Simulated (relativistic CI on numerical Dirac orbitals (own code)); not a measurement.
One change at a time: Hg34+

Base calculation: Dirac-Coulomb-Breit CI, KLI orbitals optimised for each configuration, a model potential for QED, unscaled Slater integrals.

Configuration list (outside the closed core [Ar] 3d10): 4s²4p⁶4d¹⁰, 4s²4p⁶4d⁹4f, 4s²4p⁵4d¹⁰4f, 4s4p⁶4d¹⁰4f, 4s²4p⁶4d⁹5s, 4s²4p⁶4d⁹5p, 4s²4p⁶4d⁹5d, 4s²4p⁵4d¹⁰5s, 4p⁶4d¹⁰4f², 4p⁶4d⁹4f³, 4p⁵4d¹⁰4f³, 4p⁶4d⁹4f²5s, 4p⁶4d⁹4f²5p, 4p⁶4d⁹4f²5d. Double excitations out of closed p, d and f shells are left out; levels of such configurations are missing from the list, as are those of other unlisted configurations, and high levels can miss mixing partners. These lack a partner that the ground configuration has and come out too high: 4s²4p⁵4d¹⁰5s.

Variants: (1) P86 correlation estimate; (2) QED terms removed; (3) one mean potential for all configurations. Shifts of the energy above 4s²4p⁶4d¹⁰ ¹S0, in eV, for the lowest level and the first level of each name with at least 55 % of one term (blank where a level changes its place among those of its configuration and J or its character, or is not in the variant):

```csv
Level,Base,Δ(1),Δ(2),Δ(3)
4s²4p⁶4d¹⁰ ¹S0,0.000,0.000,0.000,0.000
4s²4p⁶4d⁹4f ³P°0,219.648,+0.127,+0.044,-0.171
4s²4p⁶4d⁹4f ³P°1,222.544,+0.127,+0.040,-0.171
4s²4p⁶4d⁹4f ³H°5,227.624,+0.127,+0.044,-0.170
4s²4p⁶4d⁹4f ³F°3,231.244,+0.127,+0.042,-0.170
4s²4p⁶4d⁹4f ³H°6,231.886,+0.127,+0.021,-0.171
4s²4p⁶4d⁹4f ³F°4,237.406,+0.127,+0.021,-0.170
4s²4p⁶4d⁹4f ³G°5,239.427,+0.127,+0.020,-0.170
4s²4p⁶4d⁹4f ³D°1,242.939,+0.127,+0.008,-0.172
4s²4p⁶4d⁹4f ³H°4,251.998,+0.127,-0.016,-0.172
4s²4p⁶4d⁹4f ³G°3,259.759,+0.127,-0.019,-0.171
4s²4p⁶4d⁹4f ¹P°1,300.364,+0.128,-0.001,-0.194
4s²4p⁵4d¹⁰4f ³D1,455.025,+0.308,+0.272,-0.223
4s²4p⁵4d¹⁰4f ³D2,459.487,+0.308,+0.267,-0.223
```

At this charge energies of transitions that change n are usually good to better than 1 %, and those within a shell (Δn = 0) to a few per cent.

Ionisation energy from the two ground configurations alone: base 1549.36 eV; P86 correlation estimate 1551.54 eV. The NIST ASD value (theoretical) is 1549 eV.

LS names give the leading component of a level, which can be under half, so a name can repeat, a term be missing and a line seem to break the LS rules.
